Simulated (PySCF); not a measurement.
Polarisability and C₆ of Re⁻ (rhenium, charge -1)

[Xe] 4f14 5d6 6s2, high-spin 5D determinant. All numbers are calculated (PySCF 2.14, scalar relativity through the core potential, in aug-cc-pVTZ-PP with ECP60MDF (6s6p5d3f2g, 88 functions)). Coupled (time-dependent) response in atomic units; α is the mean over directions.

| method | mean α (bohr³) | α xx, yy, zz | C₆ (like pair) | S(−4) |
| --- | --- | --- | --- | --- |
| wB97X-V | 317.3 | 384.1, 384.1, 183.7 | 3482 | 3671000 |

S(−4) is the Cauchy moment in α(ω) = α(0) + S(−4) ω² + …

Spin-orbit coupling is absent.

α(iu) at wB97X-V:

| u (hartree) | α(iu) (bohr³) |
| --- | --- |
| 0 | 317.3 |
| 0.0500 | 148.4 |
| 0.100 | 98.77 |
| 0.200 | 51.78 |
| 0.300 | 33.28 |
| 0.500 | 18.31 |
| 0.750 | 10.97 |
| 1.00 | 7.474 |
| 1.50 | 4.234 |
| 2.00 | 2.762 |
| 3.00 | 1.450 |
| 5.00 | 0.5983 |

A single London oscillator, α(iu) = α/(1 + u²/ω²), gives C₆ = (3/4) ω α². Matching the computed C₆ needs ω = 4 × 3482 / (3 × 317.3²) = 0.0461 hartree.

For an ion, C₆ is the dispersion term alone; charge-induced terms of lower order in 1/R come first.

The components differ because the open shell of this determinant is not spherical; for a pure term their mean is the scalar polarisability.

Energies and moments cover only the electrons outside the core potential. Spin-orbit coupling, absent here, splits the open shell strongly. The outer electron is barely bound at this level, so radii and moments hang on the diffuse functions.
